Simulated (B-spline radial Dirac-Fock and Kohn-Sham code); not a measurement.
## Auger parameter of samarium: the L3 level and its strongest L3-MM line

Level of theory: multi-electron Dirac-Fock with separately optimised hole states, Breit and Lamb-shift corrections added in first order; a B-spline atomic structure program. The modified Auger parameter α′ is the binding energy plus the kinetic energy of the Auger electron; it does not depend on the energy zero. For free ions it tends to fall with charge, since less charge screens the final holes.

```csv
species,configuration,binding 2p3/2 (eV),Auger line,kinetic (eV),α′ (eV)
Sm,[Xe] 4f6 6s2,6720.1,M4M5 J=4,4464.9,11185.0
Sm⁺,[Xe] 4f6 6s1,6726.8,M4M5 J=4,4456.9,11183.7
Sm⁺ (Watson 2 Å),[Xe] 4f6 6s1,6720.2,M4M5 J=4,4463.8,11184.1
Sm²⁺,[Xe] 4f6,6734.6,M4M5 J=4,4448.1,11182.6
Sm²⁺ (Watson 3 Å),[Xe] 4f6,6725.0,M4M5 J=4,4457.7,11182.6
Sm³⁺,[Xe] 4f5,6755.1,M4M5 J=4,4422.4,11177.4
Sm³⁺,[Xe] 4f3 6s2,6782.9,M4M5 J=4,4386.1,11168.9
Sm³⁺ (Watson 1.6 Å),[Xe] 4f5,6728.2,M4M5 J=4,4449.3,11177.5
Sm⁴⁺,[Xe] 4f4,6778.2,M4M5 J=4,4394.2,11172.4
Sm⁵⁺,[Xe] 4f3,6803.8,M4M5 J=4,4363.7,11167.4
Sm⁶⁺,[Kr] 4d10 4f4 5s2 5p4,6814.1,M4M5 J=4,4357.2,11171.3
Sm⁷⁺,[Kr] 4d10 4f4 5s2 5p3,6833.3,M4M5 J=4,4337.8,11171.0
```

Values without a named source are computed, but for edge energies of neutral atoms, which are taken from tables.
